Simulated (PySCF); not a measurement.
A GIAO shielding run with PySCF (density fitting, non-relativistic, gas phase) on `C#C[C@@H](C[SiH2]O)CC(C)=O`, C7H12O2Si:

```
$ OMP_NUM_THREADS=1 python probes_run.py task.json out

{"job": {"kind": "nmr", "xc": "PBE0", "basis": "pcSseg-1"}, "charge": 0, "multiplicity": 1}
C      1.937804     2.443626    -0.322863
C      1.130041     1.672142     0.109909
C      0.118686     0.763930     0.619153
C     -1.190544     0.953586    -0.155851
Si    -2.671138    -0.066772     0.497454
O     -2.483103    -1.645023     0.224409
C      0.636129    -0.698118     0.606976
C      0.696496    -1.270557    -0.785985
C      1.945429    -0.969303    -1.557002
O     -0.209497    -1.926934    -1.255523
H      2.647013     3.123503    -0.691279
H     -0.057609     1.028503     1.669542
H     -1.443889     2.014052    -0.117207
H     -1.018864     0.722743    -1.209658
H     -3.870994     0.426368    -0.178161
H     -2.744696     0.093399     1.951950
H     -1.791977    -1.953278    -0.385448
H     -0.044934    -1.300941     1.208695
H      1.630798    -0.715169     1.056090
H      1.859343    -1.333819    -2.577394
H      2.121102     0.105699    -1.549486
H      2.793992    -1.448251    -1.072214
```

Hardware: 1 thread of an Intel Xeon, shared host. The job also computes population analyses, field gradients.

Question: How large is the calculation?

Answer: 84 electrons, 237 basis functions and 1248 auxiliary functions.

Question: How long does it take, and how much memory does it need?

Answer: 3.4 min of wall time, with 16 SCF cycles and 5 response iterations; peak memory 1.1 GiB. Times on a shared host scatter by some tens of per cent.
